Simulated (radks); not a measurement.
Trend from Zr to Cd: ionisation energy by Delta-SCF between NIST ground configurations, and size. Calculated with a radial shooting solver on a logarithmic mesh with Libxc functionals: Dirac Kohn-Sham, PBE, spin-unpolarised, spherical densities, point nucleus; open shells fill j = l - 1/2 first.

species,configuration,IE (eV),NIST (eV),kind,-e(HOMO) (eV),outermost,<r> outermost (bohr),r at 0.001 e/bohr^3 (bohr)
Zr,[Kr] 4d2 5s2,7.123,6.634,exp.,3.641 (4d3/2),5s1/2,3.73,5.08
Nb,[Kr] 4d4 5s1,6.609,6.759,exp.,3.061 (4d3/2),5s1/2,3.74,4.82
Mo,[Kr] 4d5 5s1,6.868,7.092,exp.,3.609 (4d5/2),5s1/2,3.60,4.71
Tc,[Kr] 4d5 5s2,8.135,7.119,exp.,5.027 (5s1/2),5s1/2,3.31,4.75
Ru,[Kr] 4d7 5s1,7.281,7.361,exp.,4.230 (5s1/2),5s1/2,3.39,4.50
Rh,[Kr] 4d8 5s1,7.454,7.459,exp.,4.295 (5s1/2),5s1/2,3.31,4.41
Pd,[Kr] 4d10,8.928,8.337,exp.,3.881 (4d5/2),4d5/2,1.61,4.08
Ag,[Kr] 4d10 5s1,7.759,7.576,exp.,4.406 (5s1/2),5s1/2,3.17,4.26
Cd,[Kr] 4d10 5s2,9.274,8.994,exp.,5.660 (5s1/2),5s1/2,2.90,4.38

Reference values: NIST Atomic Spectra Database (exp. = measured, semi-emp. = semi-empirical, theory = theoretical value adopted there). Spin polarisation and multiplet splitting are left out, so open shells lie too high by an amount that depends on their filling.

Beside tabulated values, note that spin-unpolarised runs miss the spin-polarisation part of the exchange energy of open shells.
